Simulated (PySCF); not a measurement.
# Be⁺ (beryllium, charge +1): revPBE calculation

Configuration: [He] 3d1, 2D determinant (an excited configuration). Computed with PySCF 2.14 in aug-cc-pVDZ, with the non-relativistic Hamiltonian (point nucleus).

| Item | Value |
| --- | --- |
| Total energy | -13.8989 hartree |
| One-electron energy | -16.5938 hartree |
| Hartree (Coulomb) energy | 5.1482 hartree |
| Exchange-correlation energy | -2.4533 hartree |
| Kinetic energy | 13.81792 hartree |
| ⟨S²⟩ | 0.7500 |
| ⟨L²⟩ | 6.000 |
| Sum of ⟨r⟩ | 5.260 bohr |
| Sum of ⟨r²⟩ | 21.97 bohr² |
| Traceless quadrupole moment −½Σ⟨3z² − r²⟩ along its main axis | 6.14 e·bohr² |
| Density at the nucleus (Gaussians lack the cusp) | 32.8 bohr⁻³ |
| Spin density at the nucleus | -0.000362 bohr⁻³ |
| Langevin diamagnetic susceptibility | -17.4 ×10⁻⁶ cm³/mol |

```json
{"shell": "1s α", "electrons": "1", "mean orbital energy (hartree)": "-4.61449", "rms radius, mean of both spins (bohr)": "0.486"}
{"shell": "1s β", "electrons": "1", "mean orbital energy (hartree)": "-4.61433", "rms radius, mean of both spins (bohr)": "0.486"}
{"shell": "3d α", "electrons": "1", "mean orbital energy (hartree)": "-0.17575", "rms radius, mean of both spins (bohr)": "4.64"}
```

The outer electron is Rydberg-like, and this basis confines it to a smaller radius and binds it less than a complete one would.
